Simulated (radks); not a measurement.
The numbers below are computed, except where a source is named.
Spherical quantum dot in the effective-mass picture: electrons in a hard-walled sphere of radius 3.3, all in effective atomic units (hartree* = m*/eps^2 hartree, bohr* = eps/m* bohr), one dielectric constant everywhere. Level of theory: non-relativistic Kohn-Sham, LDA (Slater exchange, Perdew-Wang correlation), spin-polarised, spherical densities (a radial shooting solver with Libxc functionals). Levels are named by radial order and angular momentum (1s, 1p, 1d, 2s, ...), and open shells are averaged over m. Results are scaled to m* = 0.048 and eps = 13, for which hartree* = 7.729 meV and bohr* = 14.33 nm.

N = 20, configuration 1s2 1p6 1d10 1f(up 2, down 0). This is the lowest configuration that the search found. Occupied and some empty levels:

| level | occupation | eigenvalue (meV) | <r> (nm) |
|---|---|---|---|
| 1s up | 1 | 63.637 | 30.94 |
| 1s down | 1 | 63.844 | 30.85 |
| 1p up | 3 | 65.638 | 32.49 |
| 1p down | 3 | 65.861 | 32.44 |
| 1d up | 5 | 68.983 | 33.71 |
| 1d down | 5 | 69.218 | 33.69 |
| 1f up | 2 | 73.494 | 34.71 |
| 1f down | 0 | 73.736 | 34.69 |
| 2s up | 0 | 75.634 | 21.34 |
| 2s down | 0 | 75.718 | 21.36 |
| 1g up | 0 | 79.071 | 35.53 |
| 1g down | 0 | 79.318 | 35.52 |
| 2p up | 0 | 81.946 | 24.79 |
| 2p down | 0 | 82.058 | 24.78 |
| 2d up | 0 | 89.363 | 27.01 |
| 2d down | 0 | 89.498 | 27.00 |

Energy (meV): total 768.819, kinetic 228.77, external 0, Hartree 614.02, exchange-correlation -73.973.
